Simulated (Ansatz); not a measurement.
Input file for Ansatz (an electronic-structure program): R-CCSD(T)/aug-cc-pVDZ on C4H10O (a complex).

Ansatz 0.2 input:
```yaml
crystal:
  periodic: [false, false, false]
  atoms:
    - {symbol: C, position_ang: [0.51837406, -0.50382232, 0.28773583]}
    - {symbol: C, position_ang: [-0.39772935, 0.43655513, 0.46909878]}
    - {symbol: H, position_ang: [0.85996145, -0.79038651, -0.69979840]}
    - {symbol: H, position_ang: [0.96667999, -1.02877161, 1.12300992]}
    - {symbol: H, position_ang: [-0.73507478, 0.71854131, 1.45917579]}
    - {symbol: H, position_ang: [-0.84210873, 0.95753336, -0.37098124]}
    - {symbol: C, position_ang: [0.70413593, 0.76513287, 4.14546770]}
    - {symbol: O, position_ang: [-0.65422372, 0.48529384, 3.88559690]}
    - {symbol: C, position_ang: [-0.96568467, -0.88204668, 4.04156606]}
    - {symbol: H, position_ang: [1.36418799, 0.21960856, 3.45917535]}
    - {symbol: H, position_ang: [0.97566339, 0.50091282, 5.17568127]}
    - {symbol: H, position_ang: [0.85021757, 1.83424850, 4.00080564]}
    - {symbol: H, position_ang: [-0.38490424, -1.50677875, 3.35113933]}
    - {symbol: H, position_ang: [-2.02490484, -1.00241527, 3.82060509]}
    - {symbol: H, position_ang: [-0.77113459, -1.22082978, 5.06735452]}
basis:
  gaussian:
    orbitals: aug-cc-pVDZ
magnetization: {spin_polarized: false}
correlation: {method: ccsd_t, electrons: outside_noble_gas}
scf: {lower_state_search: off}
```

The head of its log:

```
WARN ansatz: RAYON_NUM_THREADS=2 ignored (pool sized by the plan → 2); use --threads N
Functional definition: HF
these checks for a lower state are left out or cut short: stability, starts, cluster_reference, orbital_swaps, neighbouring_geometries, increment
integrals: 1.07 GiB planned
2009 factors; integrals over basis functions are off by at most 7.2e-4 eV
mean field: 0.89 GiB planned
mean field evaluation 1: about -6312.6260 eV, gradient 3.8e1 eV
mean field evaluation 2: about -6312.6515 eV, gradient 3.8e1 eV
mean field evaluation 4: about -6316.5282 eV, gradient 4.8e0 eV
mean field evaluation 8: about -6316.5854 eV, gradient 1.8e-1 eV
mean field -6316.58554282 eV, -232.1302371633 hartree, gradient 1.6e-6 eV, S^2 0.000000; 0 other end points of the search recorded, 0 dependent functions left out
5 core orbitals not correlated
reference -6316.58554282 eV, -232.1302371633 hartree; 16, 16 occupied and 184, 184 virtual orbitals, 2009 factors
```

### Question
Predict the final total energy.

### Answer
-233.0175 hartree (reference determinant -232.1302, T1 diagnostic 0.011).
